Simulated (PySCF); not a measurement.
Rigid-rotor lines calculated for a species of formula C2ClNSe (commonest isotopes; PySCF 2.14.0, PBE0-D3(BJ)/def2-SVP geometry optimisation, gas phase), labelled J(Ka,Kc):

```csv
transition,MHz
"2(1,2) ← 1(1,1)",5387.4
"2(0,2) ← 1(0,1)",5869.1
"2(1,1) ← 1(1,0)",6723.9
"1(1,1) ← 0(0,0)",4442.5
"1(0,1) ← 0(0,0)",3027.8
```

Problem. Find the rotational constants.

Solution. 1(0,1) ← 0(0,0) is B + C, 2(1,1) ← 1(1,0) is 3B + C and 2(1,2) ← 1(1,1) is B + 3C, so B − C is half the difference of the last two, 668.2 MHz. 1(1,1) ← 0(0,0) is A + C. A = 3262.7, B = 1848.0, C = 1179.8 MHz.

Problem. What moments of inertia, asymmetry and inertial defect follow?

Solution. I = 505379 MHz·u·Å² over each constant: Ia = 154.90, Ib = 273.47, Ic = 428.36 u·Å²; κ = (2B − A − C)/(A − C) = -0.358 (asymmetric top); Δ = Ic − Ia − Ib = 0.00 u·Å².

Problem. Which dipole components do these lines need?

Solution. μa and μb (a-type: ΔKa even, ΔKc odd; b-type: both odd). The calculation gives |μa| = 1.18 D, |μb| = 1.96 D, |μc| = 0.00 D.

Problem. Predict further lines from these constants: 4(2,2) ← 4(1,3); 4(1,3) ← 3(1,2); 3(1,2) ← 3(1,3); 2(2,1) ← 1(1,0); 3(2,1) ← 2(1,2); 2(2,1) ← 2(1,2); 2(1,1) ← 2(0,2); 3(2,2) ← 2(1,1); 2(0,2) ← 1(1,1); 4(4,0) ← 3(3,1); 3(1,2) ← 3(0,3); 1(1,0) ← 1(0,1); 4(3,2) ← 4(2,3); 3(1,2) ← 2(2,1).

Solution. 
```tsv
transition	MHz	type	branch
1(1,0) ← 1(0,1)	2083	b	Q
2(1,1) ← 2(0,2)	2938	b	Q
3(1,2) ← 3(1,3)	3975	a	Q
2(0,2) ← 1(1,1)	4454	b	R
3(1,2) ← 3(0,3)	4469	b	Q
4(2,2) ← 4(1,3)	4584	b	Q
3(1,2) ← 2(2,1)	5704	b	R
2(2,1) ← 2(1,2)	6249	b	Q
4(3,2) ← 4(2,3)	9289	b	Q
2(2,1) ← 1(1,0)	10968	b	R
4(1,3) ← 3(1,2)	12962	a	R
3(2,2) ← 2(1,1)	13327	b	R
3(2,1) ← 2(1,2)	16186	b	R
4(4,0) ← 3(3,1)	24402	b	R
```

Problem. Which structure gave them?

Solution. `N#CC(Cl)=[Se]`, point group Cs. Three constants can't fix a structure by themselves; this is the one that was computed:
```
atom  x, y, z in Å
N1     2.070    0.186    0.088
C2     0.928    0.083   -0.095
C3    -0.471   -0.047   -0.338
Cl4   -1.411    0.001    1.105
Se5   -1.116   -0.226   -1.959
```

PBE0-D3(BJ)/def2-SVP frequencies: not computed here. These are rigid-rotor constants of the computed structure; measured ground-state constants (B0) also hold zero-point vibration. Quadrupole hyperfine structure (14N, 35Cl) is left out.

The run took 23 s wall on an Arm Neoverse V1 with one thread (shared host). That covers the optimisation of the geometry.
